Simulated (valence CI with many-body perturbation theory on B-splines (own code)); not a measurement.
Values are calculated unless marked as measured or tabulated.
Sensitivity of CI+MBPT for Si+

Level of theory: valence CI with perturbative core correlation (CI+MBPT): three valence electrons over a frozen Dirac-Fock core [Ne], a basis of 6 s, 6 p, 5 d, 3 f, 1 g functions for each j, with the one-electron correlation potential Σ1 (screened to all orders), the two-electron term Σ2, the three-electron term Σ3, Breit, model QED; selected single and double excitations, second order for the rest, scaled by the run's own slope (own B-spline code, finite nucleus).

Set against measurement, 21 paired levels are off by 105 cm⁻¹ on average, the worst by 191.

The reference run has the lowest level 3s²3p ²P°_1/2 and an ionisation energy of 16.3369 eV. Its largest variational space holds 5286 state functions.

Names give the largest LS component (configuration and term), which can be under half, so a name can repeat, a term be missing and a line seem to break the LS rules; names also repeat where a configuration has a term twice.

| Level | Reference (cm⁻¹) | Shift (cm⁻¹) |
| --- | --- | --- |
| 3s²3p ²P°_3/2 | 287 | -4.1 |
| 3s3p² ⁴P_1/2 | 42638 | -248 |
| 3s3p² ⁴P_3/2 | 42747 | -249 |
| 3s3p² ⁴P_5/2 | 42922 | -252 |
| 3s3p² ²D_3/2 | 55263 | -333 |
| 3s3p² ²D_5/2 | 55280 | -333 |
| 3s²4s ²S_1/2 | 65503 | -378 |
| 3s3p² ²S_1/2 | 76819 | -137 |
| 3s²3d ²D_3/2 | 79489 | -393 |
| 3s²3d ²D_5/2 | 79505 | -393 |
| 3s²4p ²P°_1/2 | 81168 | -405 |
| 3s²4p ²P°_3/2 | 81228 | -406 |

The ionisation energy moves by -0.0645 eV.

**Question.** Which of these changes was made?
A. size limit of the variational space 10000 → 1500; scale of Σ1 1 → 0.9; second order for the rest on → off
B. three-electron term on → off
C. size limit of the variational space 10000 → 1500; second order for the rest on → off; logarithmic knot step 0.27 → 0.33
D. cutoff of virtual states (hartree) 392 → 2.67

**Answer.** D. cutoff of virtual states (hartree) 392 → 2.67.
